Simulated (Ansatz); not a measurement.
`O[CH2][SnH]([F])[Cl]` at its PBE0-D4/def2-TZVP geometry, where that method's forces vanish. Charge 0, multiplicity 1. Sn takes the def2 core potential.

```json
{"atom": "O1", "x (Å)": "-0.067", "y (Å)": "0.141", "z (Å)": "-1.820"}
{"atom": "C2", "x (Å)": "0.680", "y (Å)": "-0.023", "z (Å)": "-0.635"}
{"atom": "Sn3", "x (Å)": "-0.737", "y (Å)": "-0.065", "z (Å)": "0.973"}
{"atom": "F4", "x (Å)": "-0.293", "y (Å)": "-1.612", "z (Å)": "2.020"}
{"atom": "Cl5", "x (Å)": "-0.322", "y (Å)": "1.710", "z (Å)": "2.410"}
{"atom": "H6", "x (Å)": "0.535", "y (Å)": "0.171", "z (Å)": "-2.569"}
{"atom": "H7", "x (Å)": "1.233", "y (Å)": "-0.969", "z (Å)": "-0.604"}
{"atom": "H8", "x (Å)": "1.374", "y (Å)": "0.803", "z (Å)": "-0.448"}
{"atom": "H9", "x (Å)": "-2.404", "y (Å)": "-0.156", "z (Å)": "0.674"}
```

For each bond, give half the difference of the two atoms' forces along it (eV/Å; positive pushes the atoms apart) under PBE-D4, r2SCAN-D4, B3LYP-D4, ωB97M-V in def2-TZVPP. (An estimate is asked.)

Ansatz gave: 
| bond | length (Å) | PBE-D4 | r2SCAN-D4 | B3LYP-D4 | ωB97M-V |
| --- | --- | --- | --- | --- | --- |
| O1–C2 | 1.410 | 0.26 | 0.28 | 0.33 | 0.37 |
| O1–H6 | 0.961 | 0.38 | 0.01 | -0.05 | -0.12 |
| C2–Sn3 | 2.144 | 0.02 | 0.03 | 0.08 | -0.12 |
| C2–H7 | 1.096 | 0.06 | -0.07 | -0.16 | -0.13 |
| C2–H8 | 1.095 | 0.06 | -0.07 | -0.16 | -0.12 |
| Sn3–F4 | 1.920 | 0.49 | 0.08 | 0.27 | 0.07 |
| Sn3–Cl5 | 2.321 | 0.19 | 0.07 | 0.22 | 0.01 |
| Sn3–H9 | 1.696 | 0.02 | -0.04 | -0.09 | -0.12 |

B3LYP here is the variant with VWN-RPA as its local correlation; programs differ in this.
